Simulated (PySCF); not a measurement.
**Continuum solvent and chemical shifts**

Structure with atom numbers: `[CH3:1][C:2](=[O:3])[O:4][C@@H:5]1[CH2:6][C:7]12[CH2:8][CH2:9]2` (H(Xn): hydrogen on atom n). Ha(C6) is cis to O4 on the ring; Ha(C8), Ha(C9) are pro-R; Hb(C8), Hb(C9) are pro-S; Hb(C6) is trans to O4 on the ring.

GIAO PBE0/pcSseg-1 in PySCF on one PBE0-D3(BJ)/def2-SVP conformer, non-relativistic, equivalent nuclei averaged. Solvents enter as an IEF-PCM continuum (chloroform with ε = 4.7, water with ε = 78.4) around the gas-phase geometry. Shifts are referred to TMS computed in the same medium.

In chloroform, δ in ppm: C2 179.9, C5 56.3, C1 23.0, C7 16.4, C6 15.0, C9 9.9, C8 7.8, H(C5) 3.75, H(C1) 2.08, Hb(C6) 1.26, Ha(C6) 1.18, Hb(C9) 1.09, Hb(C8) 0.87, Ha(C9) 0.85. Dipole moment 2.06 D.

Question: How does each δ change in the more polar medium?

Answer: 
```
 atoms                                  environment  Δδ, water
    C2                        ester carbonyl carbon       +1.5
    C5                   three-membered-ring carbon       +0.2
    C1                methyl carbon α to a carbonyl       +0.4
    C7                   three-membered-ring carbon       +0.3
    C6                   three-membered-ring carbon       +0.1
    C9                   three-membered-ring carbon        0.0
    C8                   three-membered-ring carbon       +0.1
 H(C5)     hydrogen on a three-membered-ring carbon      +0.03
 H(C1)  hydrogen on a methyl carbon α to a carbonyl      +0.05
Hb(C6)     hydrogen on a three-membered-ring carbon      +0.07
Ha(C6)     hydrogen on a three-membered-ring carbon      +0.03
Hb(C9)     hydrogen on a three-membered-ring carbon      -0.06
Hb(C8)     hydrogen on a three-membered-ring carbon      +0.06
Ha(C9)     hydrogen on a three-membered-ring carbon      +0.06
```

Changes are relative to chloroform. The dipole moment becomes 2.26 D in water.

Question: Which nuclei move most (in ppm), and what does the model miss?

Answer: C2 (ester carbonyl carbon, +1.5 ppm) in water. A continuum only polarises the solute; specific hydrogen bonds, the anisotropy of aromatic solvents and changes of geometry or conformer are outside it.
